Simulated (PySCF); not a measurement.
Which determinant of SnS lies lowest?

Unrestricted PBE0; basis Sn cc-pVTZ-PP with ECP28, S cc-pV(T+d)Z; scalar-relativistic core potentials; PySCF 2.14. Outer shells of the fragments: Sn 4d10 5s2 5p2; S 3s2 3p4.

Followed along the bond (rough minima from three points):

| 2Ms+1 | unpaired | ⟨S²⟩ at the start | R at minimum (Å) | Te (eV) |
| --- | --- | --- | --- | --- |
| 1 | none | 0.00 | 2.21 | 0.00 |
| 3 | π ↑↑ | 2.01 | none in the scan | ≤ 2.18 |
| 5 | σ ↑, π ↑↑↑ | 6.01 | none in the scan | ≤ 4.81 |

Solutions found at the starting distance of 2.335 Å, counted from the lowest of them; the search is not exhaustive and high or unbound solutions are not listed, so other states can lie among these:

```tsv
2Ms+1	unpaired	term	E (eV)	⟨S²⟩	⟨Lz²⟩	μ (D)
1	none	¹Σ⁺	0.00	0.00	0.00	-3.98
3	π ↑↑	mixed	2.10	2.01	2.02	-1.02
3	π ↑↑	mixed	2.37	2.01	2.01	-1.17
1	π ↑↓	mixed	2.42	1.01	2.02	-1.23
3	σ ↑, π ↑	³Π	2.62	2.01	1.01	-2.93
1	σ ↓, π ↑	mixed	2.83	1.02	1.01	-2.78
5	σ ↑, π ↑↑↑	⁵Π	4.87	6.01	1.01	0.29
3	σ ↑, π ↑	³Π	5.12	2.01	1.02	-0.37
1	σ ↓, π ↑	mixed	5.28	1.01	1.02	-0.28
3	σ ↑↑	³Σ⁺	5.28	2.01	0.00	-1.56
5	π ↑↑↑↑	⁵Σ⁺	5.58	6.01	0.00	3.64
1	σ ↓, π ↑↑↓	mixed	5.71	2.02	3.03	0.58
5	σ ↑↑, π ↑↑	mixed	7.31	6.01	2.02	1.04
5	σ ↑↑, π ↑↑	mixed	7.56	6.01	2.01	0.97
```

A term symbol is given only where ⟨S²⟩ and ⟨Lz²⟩ are close to those of a pure state; real π, δ and φ orbitals otherwise mix terms. A positive dipole means Sn(−)S(+).

The measured ground state is X ¹Σ+ (Huber and Herzberg, Constants of Diatomic Molecules (1979)).

Spin–orbit coupling is left out. Counting both spins, an empty level lies below a filled one in some of these solutions, because spin and occupation are held.
